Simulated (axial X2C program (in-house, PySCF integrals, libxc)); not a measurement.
## SbH⁺: nuclear properties from DFT to coupled cluster

Computed with an axial X2C code built on PySCF integrals: two-component X2C with atomic mean-field Coulomb and Gaunt terms, Gaussian nuclei, basis Sb dyall-acv3z, H dyall-av3z with contracted cores.

R = 1.715 Å (near the PBE0 minimum at charge 1 of the determinant lowest at the starting distance; the state shown can have its own minimum elsewhere); state Ω = 1/2 (⟨Sz⟩ = -0.49, ⟨Lz⟩ = 0.99 at PBE0).

```csv
level,Eeff magnitude (GV/cm),Ws magnitude Sb (kHz),A∥/gI Sb (MHz),qzz Sb (a.u.),A∥/gI H (MHz)
PBE0,1.57,1.86,3820,-7.98,17.4
HF,1.06,1.31,3430,-7.96,21.6
B3LYP,2.02,2.38,3750,-7.88,15.9
```

Eeff is the effective electric field on the electron electric dipole moment in this Ω state and Ws the scalar–pseudoscalar constant of the nucleus named (defined with the proton number Z and per Ω); A∥ (defined per Ω) follows by multiplying with gI = μI/(I μN); qzz is the electric field gradient, eQq0 = 234.96 MHz × Q/barn × qzz. The operators were transformed with the bare-nucleus X2C matrices; with these basis sets, hyperfine constants and field gradients can be off by tens of per cent, and where levels differ in sign neither size nor sign is settled.

Finite-field MP2, CCSD and CCSD(T), with 15 electrons correlated in 130 natural virtual spinors (MP2 remainder added):

```tsv
level	Eeff magnitude (GV/cm)	Ws magnitude Sb (kHz)	A∥/gI Sb (MHz)	qzz Sb (a.u.)	A∥/gI H (MHz)
MP2	2.33	2.77	3620	-7.74	22.9
CCSD	2.22	2.65	3320	-7.68	17.4
CCSD(T)	2.35	2.79	3280	-7.64	17.5
```

T1 = 0.011 (Lee–Taylor). One unrestricted determinant, the lowest of a limited PBE0 search, is the reference; the functionals treat spin collinearly. Eeff spreads by more than a factor of two over the levels. Correlation of the inner shells is missing, which matters for properties at the nucleus. Number of frozen shells: Sb 4 s, 3 p, 1 d; H none.

Problem. By how much does correlation change each value, CCSD(T) against HF?

Solution. Eeff magnitude 122 %; Ws magnitude Sb 113 %; A∥/gI Sb -4 %; qzz Sb -4 %; A∥/gI H -19 %.
